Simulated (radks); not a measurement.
Valence configurations of the thallium ion Tl3+ (all share [Xe]). Method: Dirac Kohn-Sham, PBE, spin-unpolarised, spherical densities, finite nucleus; open shells are shared between the two j in proportion to 2j + 1; Fermi nuclear charge, rms radius 5.4759 fm; computed with a radial shooting solver on a logarithmic mesh with Libxc functionals. Energies are relative to 4f14 5d10; eigenvalues in eV.

4f14 5d10: E (eV) 0.000; e(4f5/2) -145.62; e(4f7/2) -141.02; e(5d3/2) -45.688; e(5d5/2) -43.381
4f14 5d9 6s1: E (eV) 10.099; e(4f5/2) -150.17; e(4f7/2) -145.57; e(5d3/2) -48.913; e(5d5/2) -46.507
4f14 5d9 6p1: E (eV) 20.918; e(4f5/2) -151.82; e(4f7/2) -147.22; e(5d3/2) -50.403; e(5d5/2) -47.976; e(6p1/2) -28.442
4f14 5d9.5 6s0.5: E (eV) 4.853; e(4f5/2) -147.88; e(4f7/2) -143.28; e(5d3/2) -47.293; e(5d5/2) -44.936
4f13 5d10 6p1: E (eV) 126.72; e(4f5/2) -164.95; e(4f7/2) -160.21; e(5d3/2) -52.391; e(5d5/2) -49.799; e(6p1/2) -28.748
4f13.5 5d10 6p0.5: E (eV) 61.227; e(4f5/2) -155.20; e(4f7/2) -150.53; e(5d3/2) -49.007; e(5d5/2) -46.558; e(6p1/2) -27.554
4f13 5d10 6s1: E (eV) 115.73; e(4f5/2) -163.29; e(4f7/2) -158.55; e(5d3/2) -50.876; e(5d5/2) -48.304
4f13.5 5d8 6s2 6p0.5: E (eV) 86.605; e(4f5/2) -164.70; e(4f7/2) -160.03; e(5d3/2) -55.654; e(5d5/2) -53.003; e(6p1/2) -30.015
4f14 5d9.5 6p0.5: E (eV) 10.120; e(4f5/2) -148.71; e(4f7/2) -144.11; e(5d3/2) -48.049; e(5d5/2) -45.681; e(6p1/2) -27.405
4f13 5d10 6s0.5 6p0.5: E (eV) 121.20; e(4f5/2) -164.13; e(4f7/2) -159.39; e(5d3/2) -51.638; e(5d5/2) -49.057; e(6p1/2) -28.316

NIST lists [Xe] 4f14 5d10 as the ground configuration; this level of theory agrees among the configurations tried. The energies are those of spherical spin-averaged densities, not of single terms.
